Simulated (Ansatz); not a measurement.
Species: MnF, net charge 0, septet state. SMILES: [F][Mn]
Geometry from a B3LYP-D3(BJ)/def2-TZVP (Ansatz, a program for electronic structure) optimisation:
```
Mn
F 1 1.8392
```
Charge 0, spin multiplicity 7.

Quantity: vertical ionisation energy to the sextet, in eV. Terms: non-relativistic; LANL2DZ with its own core potentials from Na on; open shells spin-unrestricted; valence correlation only (noble-gas shells and the d and f shells of earlier blocks); no spin-orbit coupling; 6-31G* and kin with 6d, 5d where marked; each state is the SCF solution reached for its charge and spin. First-principles rows: single points at B3LYP-D3(BJ) geometries (Ansatz). The spin state of an ion or metal species was assumed, not searched.

```json
[
 {"level": "HF/6-31G*", "program": "Ansatz", "vertical ionisation energy to the sextet (eV)": "7.42"},
 {"level": "HF/6-31G* with LANL2DZ past Ar", "program": "Ansatz", "vertical ionisation energy to the sextet (eV)": "7.64"},
 {"level": "PBE/6-31G*", "program": "Ansatz", "vertical ionisation energy to the sextet (eV)": "7.47"},
 {"level": "PBE/6-31G* with LANL2DZ past Ar", "program": "Ansatz", "vertical ionisation energy to the sextet (eV)": "7.70"},
 {"level": "B3LYP/STO-3G", "program": "Ansatz", "vertical ionisation energy to the sextet (eV)": "4.17"},
 {"level": "B3LYP/3-21G", "program": "Ansatz", "vertical ionisation energy to the sextet (eV)": "7.45"},
 {"level": "B3LYP/6-31G*", "program": "Ansatz", "vertical ionisation energy to the sextet (eV)": "7.63"},
 {"level": "B3LYP/6-31G* with LANL2DZ past Ar", "program": "Ansatz", "vertical ionisation energy to the sextet (eV)": "7.83"},
 {"level": "MP2/6-31G*", "program": "Ansatz", "vertical ionisation energy to the sextet (eV)": "7.46"},
 {"level": "MP2/6-31G* with LANL2DZ past Ar", "program": "Ansatz", "vertical ionisation energy to the sextet (eV)": "7.57"},
 {"level": "PBE/def2-TZVPD", "program": "Ansatz", "vertical ionisation energy to the sextet (eV)": "8.02"},
 {"level": "wB97M-V/def2-TZVPD", "program": "Ansatz", "vertical ionisation energy to the sextet (eV)": "7.95"},
 {"level": "wB97X-V/def2-TZVPD", "program": "Ansatz", "vertical ionisation energy to the sextet (eV)": "7.88"}
]
```

No value to compare with is used here. The 10 habitual levels span 4.17 (B3LYP/STO-3G) to 7.83 eV (B3LYP/6-31G* with LANL2DZ past Ar); wB97M-V/def2-TZVPD gives 7.95.

The levels are drawn from those run, B3LYP/6-31G* more often than the rest, none by its result; left out are runs that failed, that the program found above a lower state of the same kind, or whose <S^2> lies over 0.5 above the pure value.
